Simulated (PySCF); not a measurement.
State search for ScH

Unrestricted PBE0; Sc def2-TZVPP, H def2-TZVPP; no relativity (PySCF 2.14). Outer shells of the fragments: Sc 3d1 4s2; H 1s1.

Followed along the bond (rough minima from three points):

```
2Ms+1  unpaired  ⟨S²⟩ at the start  R at minimum (Å)  Te (eV)
    3  σ ↑, δ ↑               2.00              1.85     0.00
    3  σ ↑, π ↑               2.00              1.84     0.24
    1      none               0.00              1.75     0.27
    1  σ ↓, δ ↑               1.00              1.86     0.32
    1  σ ↑, π ↓               1.00              1.84     0.46
    3      σ ↑↑               2.00              1.92     0.84
```

Solutions found at the starting distance of 1.640 Å, counted from the lowest of them; the search is not exhaustive and high or unbound solutions are not listed, so other states can lie among these:

| 2Ms+1 | unpaired | term | E (eV) | ⟨S²⟩ | ⟨Lz²⟩ | μ (D) |
| --- | --- | --- | --- | --- | --- | --- |
| 3 | σ ↑, δ ↑ | ³Δ | 0.00 | 2.00 | 4.00 | -2.18 |
| 1 | none | ¹Σ⁺ | 0.12 | 0.00 | 0.00 | -1.55 |
| 3 | σ ↑, π ↑ | ³Π | 0.21 | 2.00 | 1.06 | -1.69 |
| 1 | σ ↓, δ ↑ | mixed | 0.34 | 1.00 | 4.00 | -1.29 |
| 1 | σ ↑, π ↓ | mixed | 0.43 | 1.00 | 1.11 | -2.03 |
| 3 | σ ↑↑ | ³Σ⁺ | 0.95 | 2.00 | 0.00 | 0.23 |

A term symbol is given only where ⟨S²⟩ and ⟨Lz²⟩ are close to those of a pure state; real π, δ and φ orbitals otherwise mix terms. A positive dipole means Sc(−)H(+).

The state is the lowest single determinant that the PBE0 search found; with open d or f shells the true ground state can be another one.
